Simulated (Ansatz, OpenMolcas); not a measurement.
CH3AlF2O (SMILES C[O][Al]([F])[F]): methods side by side

CH3AlF2O has 8 atoms, charge 0, and is taken as a singlet. SMILES: `C[O][Al]([F])[F]`. The shape is that of a PBE0-D4/def2-TZVP optimisation.

Each level gives the vertical ionisation energy (to the doublet cation) (eV). The values are calculated.

```csv
level,kind,program,value (eV),CPU time (all runs)
SVWN5/6-31G* (spherical functions),LDA,OpenMolcas,10.91,53 s
TPSS/6-31G* (spherical functions),meta-GGA,OpenMolcas,10.77,2.9 min
r2SCAN0/6-31G* (spherical functions),hybrid meta-GGA,Ansatz,11.16,45 s
B3LYP/6-31G* (Cartesian functions),global hybrid,OpenMolcas,11.09,78 s
HSE06/6-31G* (spherical functions),range-separated hybrid,Ansatz,11.09,26 s
PBE-QIDH/6-31G* (spherical functions),double hybrid,Ansatz,11.35,27 s
RPA@PBE/6-31G* (spherical functions),RPA,Ansatz,10.88,44 s
CCSD/6-31G* (spherical functions),coupled cluster or CI,Ansatz,11.08,58 s
```

The values span 10.77 to 11.35 eV. The second state's dipole differs much between rows, so they may not all be the same state. Times are those of the runs behind each value, whatever else they computed, on shared processors of several kinds: orders of magnitude only.
